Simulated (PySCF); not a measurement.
PBE on Rb⁻ (rubidium, charge -1), [Kr] 5s2, closed-shell 1S. Computed with PySCF 2.14 in aug-cc-pVTZ-X2C (8s7p5d2f, 68 functions), with the spin-free X2C one-electron Hamiltonian (Gaussian nucleus).

```
cycle= 1 E= -2980.65400503572  delta_E= -0.00344  |g|= 0.0191  |ddm|= 1.48
cycle= 2 E= -2980.65402609838  delta_E= -2.11e-05  |g|= 0.0195  |ddm|= 0.826
cycle= 3 E= -2980.65547007144  delta_E= -0.00144  |g|= 0.000853  |ddm|= 0.499
cycle= 4 E= -2980.65547105898  delta_E= -9.88e-07  |g|= 0.00012  |ddm|= 0.0127
cycle= 5 E= -2980.65547115254  delta_E= -9.36e-08  |g|= 3.19e-05  |ddm|= 0.00375
cycle= 6 E= -2980.65547115903  delta_E= -6.5e-09  |g|= 2.38e-06  |ddm|= 0.00123
cycle= 7 E= -2980.65547115908  delta_E= -4.73e-11  |g|= 1.3e-07  |ddm|= 0.000131
converged SCF energy = -2980.65547115908  <S^2> = -1.7763568e-14  2S+1 = 1
```

Highest occupied orbital energy: 0.697 eV; ⟨L²⟩ = 0.00; populations by l: s 10.00, p 18.00, d 10.00, f 0.00.

Q: Can this result be used?

A: With care. The run converged. At PBE the highest occupied level has a positive energy, so only the finite basis holds that electron; in a semilocal or global hybrid functional this comes from self-interaction and does not mean that the real anion is unbound.
